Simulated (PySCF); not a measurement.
Working out the ionisation energy of As

As [Ar] 3d10 4s2 4p3 (4S) → As⁺ [Ar] 3d10 4s2 4p2 (3P). Computed with PySCF 2.14 in def2-TZVPPD (7s5p5d1f, 54 functions), with the non-relativistic Hamiltonian (point nucleus). Frozen: [Ne]. Energies in hartree (1 hartree = 27.21139 eV):

```
            part    As (lower)   As⁺ (upper)
             UHF  -2234.194503  -2233.847346
CCSD correlation     -0.291078     -0.273721
             (T)     -0.008612     -0.007356
```

What does Hartree-Fock give?

(-2233.847346) − (-2234.194503) = 0.347157 hartree = 9.447 eV.

What do CCSD and CCSD(T) give?

The CCSD correlation energies differ by 0.017357 hartree = 0.472 eV and the triples by 0.001256 hartree = 0.034 eV, so CCSD gives 9.919 eV and CCSD(T) 9.953 eV.

Measured between the centres of the two terms (NIST): 10.008 eV, so CCSD(T) (valence and next inner shell) is off by -0.055 eV.

The calculation is non-relativistic.

What remains against the reference includes basis incompleteness, the frozen core and higher excitations.
